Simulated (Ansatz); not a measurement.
Consider the formal exchange of groups at a B–C bond: `CB(F)CCl` + `[ZnH2]` → `F[B]([ZnH])CCl` + CH₄.

Program: Ansatz. Geometries: PBE0-D4/def2-TZVP. ΔE: electronic, gas phase. CCSD(T)/CBS is the MP2 limit (def2-TZVPP, def2-QZVPP) plus CCSD(T) − MP2 in def2-TZVPP, frozen cores. This one scheme is used for every species. Functionals use def2-TZVPP. B3LYP here is the variant with VWN-RPA as its local correlation; programs differ in this. For Zn outer-core shells are correlated without core-valence functions, which leaves a few kJ/mol of doubt a bond. Scalar relativity is left out up to krypton. Each species was taken in one conformer, which may not be the lowest.

```
   level  ΔE (kJ/mol)
B3LYP-D4         29.7
     PBE         22.8
```

Question: What does CCSD(T)/CBS give? (Best estimate.)

Answer: Computed: +28.1 kJ/mol. The listed levels differ from it by 1.6, -5.3 kJ/mol.

Largest T1 diagnostic among the species: 0.016.

From PBE to PBE0 (25 % exact exchange), in def2-TZVPP and without D4, ΔE moves by +6.8 kJ/mol. In def2-TZVPP, CCSD(T) changes the Hartree–Fock value by −12.9 kJ/mol (the triples alone add −2.6 kJ/mol) and MP2 by −12.7 kJ/mol.
